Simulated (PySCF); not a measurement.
Correlation energy of Ni (nickel, neutral)

[Ar] 3d7 4s2 5s1, high-spin 5F determinant (an excited configuration). All numbers are calculated (PySCF 2.14, the non-relativistic Hamiltonian (point nucleus), in dyall-av2z). Frozen: [Ar]; 10 electrons correlated; the 33 highest virtual orbitals of each spin left out.

MP2 pair energies summed by pair of shells (mhartree):

| pair | energy | share (%) |
| --- | --- | --- |
| 3d-3d | -152.41 | 70.4 |
| 3d-4s | -33.81 | 15.6 |
| 4s-4s | -24.72 | 11.4 |
| 4s-5s | -4.53 | 2.1 |
| 3d-5s | -1.15 | 0.5 |

Total MP2 correlation energy: -216.62 mhartree.

Same-spin part -82.98 and opposite-spin part -133.64 mhartree; SCS-MP2 scales them by 1/3 and 6/5 to -188.03 mhartree.
